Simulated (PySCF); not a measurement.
Fluorine: a sound run and one with changed settings

Sound run: F²⁺ [He] 2s2 2p3, F³⁺ [He] 2s2 2p2. Computed with PySCF 2.14 in def2-TZVP (5s3p2d1f, 31 functions), with no relativity, point nucleus. In the sound run the correlated levels freeze 1s2. The sound run starts from symmetry-adapted Hartree-Fock orbitals and uses a fine grid where one is needed.

Changed run: initial guess minao, at most 50 SCF cycles, level shift 0.1 hartree.

```csv
species,method,sound run (hartree),changed run (hartree),converged
F²⁺,UHF,-97.60872,-97.60872,yes
F²⁺,BP86,-97.80240,-97.80240,yes
F²⁺,M06-L,-97.82738,-97.82738,yes
F²⁺,MP2,-97.70578,-97.70326,yes
F²⁺,CCSD(T),-97.72119,-97.72119,yes
F³⁺,UHF,-95.32080,-95.32080,yes
F³⁺,BP86,-95.49233,-95.49233,yes
F³⁺,M06-L,-95.50703,-95.50703,yes
F³⁺,MP2,-95.39703,-95.39467,yes
F³⁺,CCSD(T),-95.42054,-95.42054,yes
```

Ionisation energy of F²⁺:

```tsv
method	sound run (eV)	changed run (eV)
UHF	62.258	62.258
BP86	62.860	62.860
M06-L	63.140	63.140
MP2	62.824	62.820
SCS-MP2	62.571	62.573
CCSD	62.603	62.603
CCSD(T)	62.604	62.604
```

A level shift leaves the converged SCF energy unchanged but raises the virtual orbital energies, which shrinks MP2 if it is not removed.

For comparison, NIST gives 62.708 eV between the lowest levels.
